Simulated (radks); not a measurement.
The tin ion Sn4+, 46 electrons, occupied as [Kr] 4d10. All-electron calculation, scalar-relativistic Kohn-Sham, PBEsol, spin-polarised, spherical densities, finite nucleus; Fermi nuclear charge, rms radius 4.6519 fm. Program: a radial shooting solver on a logarithmic mesh with Libxc functionals.

Radial electron density D(r) = 4 pi r^2 rho(r):

r (bohr)  D(r) (e/bohr)
0.003055          10.19
0.0035            12.55
0.004042          15.54
0.00463           18.87
0.005348          22.97
0.006127          27.37
0.007019          32.25
0.008106          37.84
0.009287          43.35
0.01064           48.85
0.01229           54.31
0.01408           58.75
0.01626           62.27
0.01863           64.13
0.02134           64.41
0.02465           63.05
0.02824           60.66
0.03261           57.84
0.03736           56.00
0.0428            56.05
0.04943           58.98
0.05664           64.43
0.06489           71.46
0.07494           78.47
0.08585           82.24
0.09915           81.31
0.1136            75.69
0.1301            67.50
0.1503            59.87
0.1722            57.01
0.1973            59.31
0.2278            64.71
0.261             67.80
0.3015            64.37
0.3454            54.09
0.3957            40.29
0.457             27.58
0.5236            21.23
0.6046            20.60
0.6927            22.62
0.7936            23.66
0.9166            21.75
1.05              17.50
1.203             12.40
1.389             7.553
1.592             4.197
1.838             1.977
2.106            0.8491
2.413            0.3145
2.787           0.09055
3.193           0.02237
3.658          0.004275
4.224         0.0005351

D(r) has 4 maxima, at r = 0.0203, 0.0901, 0.263, 0.787 bohr, and minima at 0.0398, 0.174, 0.572 bohr, inside which lie 1.99, 11.22, 29.00 electrons.
